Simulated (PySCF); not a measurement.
Trend along group 6: MI molecules

PBE with triple-zeta basis sets in PySCF, for the lowest determinant that a PBE0 search found; no spin–orbit coupling. De refers to high-spin ground-configuration atoms. A positive dipole means M(−)I(+).

```
 M         basis  state (unpaired electrons)  Re (Å)  ωe (cm⁻¹)  De (eV)  μ (D)
Cr  x2c-TZVPPall    sextet (σ ↑, π ↑↑, δ ↑↑)   2.531        252     2.93  -4.30
Mo    def2-TZVPP    sextet (σ ↑, π ↑↑, δ ↑↑)   2.619        216     2.94  -3.79
 W    def2-TZVPP    sextet (σ ↑, π ↑↑, δ ↑↑)   2.617        196      n/a  -2.77
```

The shortest bond is that of CrI (2.531 Å), the longest that of MoI (2.619 Å).

The rows differ in basis set, which adds steps of its own.

Down a group the atoms grow and get heavier, so bonds lengthen and wavenumbers fall; this series shows no clear exception.

De is left out where the level can put another filling of the metal’s s and d shells below the measured ground configuration, by anything from nothing to about 1 eV. The metal atom is held in its measured ground configuration; semilocal functionals can put another filling of s and d lower by some tenths of an eV, and De to that atom would be smaller. Spin–orbit coupling is left out, which matters for elements this heavy, above all for dissociation energies. With d or f electrons several states lie close, and the lowest PBE0 determinant need not be the measured ground state.
